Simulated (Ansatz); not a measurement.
Geometry optimisation, RHF/def2-SVP (Ansatz).

Input:

```yaml
crystal:
  periodic: [false, false, false]
  atoms:
    - { symbol: Ge, position_ang: [-1.015967, 0.424117, 0.304872] }
    - { symbol: H, position_ang: [1.318726, -0.9667, 0.784442] }
    - { symbol: O, position_ang: [1.791699, -0.150717, 1.017514] }
    - { symbol: H, position_ang: [2.222846, 0.102616, 0.210033] }
    - { symbol: F, position_ang: [-0.216244, 0.918439, -1.158529] }
    - { symbol: F, position_ang: [-0.63916, -1.279855, 0.117669] }
basis:
  gaussian: { orbitals: def2-SVP }
hamiltonian:
  xc: hf
relax:
  f_tol: 0.03
  max_steps: 50
```

Command:

```bash
$ ansatz run input.yaml --threads 1 --pin off --max-ram 2048MiB --backend cpu --events-out ev --progress --plain --runs-dir out
```

Q: Where does it end, and by what steps?

A: The forces met the threshold. After 8 steps the energy has fallen by 0.294 eV; O3 moved furthest, 0.36 Å.

```tsv
step	energy less start (eV)	largest force component (eV/Å)	accepted
0	0.0000	1.023	yes
1	-0.0577	2.281	yes
2	-0.1982	1.743	yes
3	-0.2543	0.586	yes
4	-0.2825	0.282	yes
5	-0.2900	0.149	yes
6	-0.2894	0.192	no
7	-0.2931	0.051	yes
8	-0.2937	0.028	yes
```

```xyz
6
Properties=species:S:1:pos:R:3
Ge -0.705 0.415 0.432
H 1.486 -1.050 0.812
O 1.464 -0.102 0.885
H 1.965 0.234 0.150
F 0.001 0.862 -1.112
F -0.750 -1.312 0.109
```

Whether the end is a true minimum wasn't checked by a vibrational analysis.

Time of the run: 16 s on 1 thread of Arm Neoverse V1 (shared host), peak memory 0.16 GiB.
